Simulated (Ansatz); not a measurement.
CH₅AlO₃ at its PBE0-D4/def2-TZVP geometry, where that method's forces vanish. Charge 0, multiplicity 1. The bonds changed during the relaxation, so this is another structure than the one it started from.

```tsv
atom	x (Å)	y (Å)	z (Å)
O1	-0.1955	1.1164	-1.7630
C2	0.8463	-0.3456	0.8023
O3	0.4985	-0.0279	1.9189
O4	2.0871	-0.8111	0.5723
Al5	-0.4095	-0.2346	-0.7641
H6	-0.6617	1.2566	-2.5847
H7	-1.4228	0.5936	1.0426
H8	2.5582	-0.8128	1.4237
H9	-1.3599	-1.4378	-1.1432
H10	-1.9407	0.7032	0.4951
```

Q: For each bond, give half the difference of the two atoms' forces along it (eV/Å; positive pushes the atoms apart) under PBE-D4, r2SCAN-D4, B3LYP-D4, ωB97M-V in def2-TZVPP. (Estimate.)

A: Ansatz gave: 
```
  bond  length (Å)  PBE-D4  r2SCAN-D4  B3LYP-D4  ωB97M-V
O1–Al5       1.694    0.24       0.04      0.09     0.11
 O1–H6       0.955    0.34       0.01      0.01    -0.05
 C2–O3       1.212    0.94       0.43      0.22     0.09
 C2–O4       1.345    0.30       0.29      0.27     0.26
C2–Al5       2.011   -0.39      -0.25     -0.16    -0.13
 O4–H8       0.973    0.45       0.02     -0.03    -0.14
Al5–H9       1.580   -0.03      -0.03     -0.14    -0.19
```

B3LYP here is the variant with VWN-RPA as its local correlation; programs differ in this.
